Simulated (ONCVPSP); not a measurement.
## Pseudopotential generation for Br: ONCV, PBE, scalar-relativistic.

```
Element                 : Br
Generator               : ONCVPSP 4.0.1
Type                    : optimised norm-conserving Vanderbilt (ONCV)
Functional              : PBE
Relativity              : scalar-relativistic
Frozen core             : [Ar] 3d10
Valence charge          : 7
Reference configuration : 4s2 4p3 (charge +2)
Partial waves           : 4s: rc 1.15 bohr, ncon 3, nbas 8, qcut 4.5 1/bohr, 1 projector; 4p: rc 1.20 bohr, ncon 3, nbas 8, qcut 7.7 1/bohr, 1 projector
Local potential         : polynomial inside 1.00 bohr (lpopt 4, dvloc0 -1 Ha)
Core correction         : polynomial model core, fcfact 0.25
```

All-electron outer shells of the reference configuration (PBE, scalar-relativistic, ld1.x):

| shell | level (eV) | outermost node (bohr) | outermost maximum (bohr) |
| --- | --- | --- | --- |
| 3p | -197.61 | 0.21 | 0.48 |
| 3d | -90.79 | – | 0.43 |
| 4s | -41.84 | 0.67 | 1.39 |
| 4p | -28.23 | 0.70 | 1.58 |

What the tests gave:

| Item | Value |
| --- | --- |
| Cutoffs needed | 25 Ha and 147 Ha (the cutoffs (Ha) at which the residual kinetic energy of the hardest occupied pseudo-wave falls to 1 and 0.1 mHa per electron) |
| Ghost test | ghosts flagged at negative energy: s at -36.9 eV; no localised positive-energy state flagged; a true bound ghost makes a file unfit for plane-wave use |
| Configuration tests | 3 of 4 tests not solved or not reliable |
| rms error of d²Exc/dni dnj | 6.44 mHa without and 0.41 mHa with the model core |

Generation and tests took about 3.7 s on one core of a shared server CPU.
